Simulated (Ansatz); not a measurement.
Total energies of Rb2Cl2 from Ansatz at r2SCAN-D4/def2-TZVP, gas phase (1 Eh = 27.2114 eV = 2625.5 kJ/mol). The reference geometry is relaxed at B3LYP-D4/def2-TZVP.

```
atom    x (Å)    y (Å)    z (Å)
 Rb1  -1.2611  -1.3801  -1.0665
 Rb2   1.2611   1.3794   1.0674
 Cl3   1.7682  -1.0212  -0.7684
 Cl4  -1.7681   1.0219   0.7675
```

```csv
state,geometry,energy (Eh)
charge 0 singlet,reference,-968.80780
charge 1 doublet,reference,-968.50648
charge 0 triplet,relaxed at B3LYP-D4/def2-TZVP,-968.65903
charge 0 quintet,relaxed at B3LYP-D4/def2-TZVP,-968.43037
free Rb atom (doublet),–,-24.09591
free Cl atom (doublet),–,-460.11688
```

In the def2 sets Rb takes a core potential; there is no spin–orbit coupling.

(1) Work out the vertical ionisation energy to the doublet.

(2) Which of the charge 0 states is lowest, and how far above it are the others?

(3) What is the binding energy per atom against free atoms?

(1) E(charge 1 doublet) − E(charge 0 singlet) = -968.50648 − (-968.80780) = 0.30132 Eh = 8.20 eV. For comparison, −ε of the highest occupied level is 5.48 eV at this level, 2.72 eV less.

(2) The singlet. triplet: -968.65903 − (-968.80780) = 0.14877 Eh = 390.6 kJ/mol; quintet: -968.43037 − (-968.80780) = 0.37743 Eh = 990.9 kJ/mol. The quintet has fallen apart, so its energy is that of loose fragments and no spin gap. The triplet differs in its bonds from the reference. The quintet differs in its bonds from the reference.

(3) Atoms: 2 × (-24.09591) + 2 × (-460.11688) = -968.42558 Eh. Binding: -968.42558 − (-968.80780) = 0.38222 Eh = 10.40 eV, or 2.60 eV for each of 4 atoms (no zero-point energy, no counterpoise term).

At r2SCAN-D4/def2-TZVP the gap within one spin of the charge 1 doublet nearly closes, so an electron or hole may be smeared out by delocalisation error. 

The structure comes from a short search, and lower isomers may exist.
